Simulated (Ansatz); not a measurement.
Calculated with Ansatz (gas phase, PBE0-D4/def2-TZVP geometries, no zero-point term in ΔE). CCSD(T)/CBS is the MP2 limit (def2-TZVPP, def2-QZVPP) plus CCSD(T) − MP2 in def2-TZVPP, frozen cores. This one scheme is used for every species. DFT in def2-TZVPP. Each species was taken in one conformer, which may not be the lowest.

Consider the ligand exchange at the Si–O bond: `[NH2][Al]([NH2])[O][SiH3]` + `OC[SiH2]S` → `[SiH3]OC[SiH2]S` + `[NH2][Al]([NH2])[OH]`.

`[NH2][Al]([NH2])[O][SiH3]`:

Cartesian coordinates in Å:
```
N 1.302 -0.848 1.696
Al 0.439 -0.714 0.166
N 0.454 -2.005 -1.033
O -0.430 0.691 -0.161
Si -1.259 2.042 -0.474
H 1.851 -1.637 1.993
H 1.313 -0.129 2.400
H 0.937 -2.883 -0.943
H -0.026 -1.958 -1.916
H -0.575 3.226 0.116
H -1.377 2.256 -1.943
H -2.630 1.958 0.099
```

`OC[SiH2]S`:

Cartesian coordinates in Å:
```
O 0.504 1.504 -0.233
C 0.819 0.285 0.422
Si -0.712 -0.811 0.331
S -1.255 -1.118 -1.709
H 1.283 2.065 -0.243
H 1.659 -0.233 -0.059
H 1.088 0.446 1.477
H -1.812 -0.182 1.107
H -0.412 -2.153 0.893
H -1.163 0.196 -1.985
```

`[SiH3]OC[SiH2]S`:

Z-matrix (Å, degrees):
```
Si
O 1 1.648
H 1 1.481 2 106.3
H 1 1.489 2 110.5 3 -120.1
H 1 1.489 2 110.4 3 120.1
C 2 1.422 1 121.1 3 -179.0
Si 6 1.887 2 107.6 1 178.6
H 6 1.100 2 110.9 1 -61.0
H 6 1.098 2 111.0 1 58.2
S 7 2.132 6 109.8 2 -58.1
H 7 1.485 6 108.7 2 64.4
H 7 1.485 6 110.4 2 -174.9
H 10 1.345 7 92.5 6 51.9
```

`[NH2][Al]([NH2])[OH]`:

Cartesian coordinates in Å:
```
N 0.255 0.014 -1.695
Al -0.259 0.068 -0.009
N 0.868 -0.287 1.306
O -1.882 0.476 0.277
H 1.178 -0.213 -2.023
H -0.356 0.210 -2.469
H 1.836 -0.532 1.183
H 0.638 -0.276 2.285
H -2.278 0.540 1.143
```

```
level  ΔE (eV)
  PBE     0.25
 PBE0     0.29
```

Problem. What does CCSD(T)/CBS give? (Estimate.)

Solution. The calculation gave: +0.26 eV. The listed levels differ from it by -0.01, 0.03 eV.

Largest T1 diagnostic among the species: 0.012.

In def2-TZVPP, CCSD(T) changes the Hartree–Fock value by −0.11 eV (the triples alone add −0.02 eV) and MP2 by −0.13 eV. From PBE to PBE0 (25 % exact exchange), in def2-TZVPP and without D4, ΔE moves by +0.04 eV.
